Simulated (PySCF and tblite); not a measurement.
The numbers below are computed, except where a source is named.
C₄H₇F₃, numbered as in [CH3:1][CH2:2][CH2:3][C:4]([F:5])([F:6])[F:7].

Conformers came from 90 starts (ETKDG and KDG, MMFF94s, GFN2-xTB); geometries are PBE0-D3(BJ)/def2-SVP. Free energies are PBE0-D3(BJ)/def2-TZVP single points with GFN2-xTB rigid-rotor and vibrational terms (modes under about 100 cm⁻¹ blended into free rotors). Symmetry numbers and mirror images are counted. Conformers within 4 kcal/mol (GFN2-xTB free energy) were kept, 7 at most. GIAO shieldings: PBE0/pcSseg-1. Shifts are against TMS (¹H), TMS (¹³C), CFCl3 (¹⁹F) at the same level. Codes: tblite and PySCF.

(1) What shifts does this protocol give at 298.15 K under fast conformational exchange?

(2) How do the conformers differ?

(3) Which signal moves most, for its nucleus, between 150 and 400 K through the change of populations alone?

Unscaled ¹⁹F shifts at such levels can be off by tens of ppm; differences between conformers or isomers are more reliable. Shifts are unscaled: against experiment ¹³C can be off by 15 ppm or more and ¹H by 0.8 ppm.

Answers

(1) ¹H: 1.70 (H3, 2H), 1.47 (H2, 2H), 1.03 (H1, 3H) ppm. ¹³C: 132.0 (C4), 38.5 (C3), 18.3 (C2), 15.0 (C1) ppm. ¹⁹F: -83.1 (F5/F6/F7) ppm.

(2) Torsions listed: C1–C2–C3–C4. Of a mirror pair one member is shown.
```
conformer  shape  weight %
        1  -179°      79.1
        2   -67°      20.9
```

| signal | 1 | 2 | average |
| --- | --- | --- | --- |
| H1 | 1.01 | 1.09 | 1.03 |
| H2 | 1.46 | 1.50 | 1.47 |
| H3 | 1.67 | 1.81 | 1.70 |
| C1 | 15.2 | 14.4 | 15.0 |
| C2 | 18.2 | 18.7 | 18.3 |
| C3 | 39.0 | 36.8 | 38.5 |
| C4 | 131.8 | 132.5 | 132.0 |
| F5/F6/F7 | -84.2 | -79.1 | -83.1 |

(3) C3: 38.9 ppm at 150 K, 38.8 ppm at 200 K, 38.6 ppm at 250 K, 38.5 ppm at 298.15 K, 38.3 ppm at 400 K.
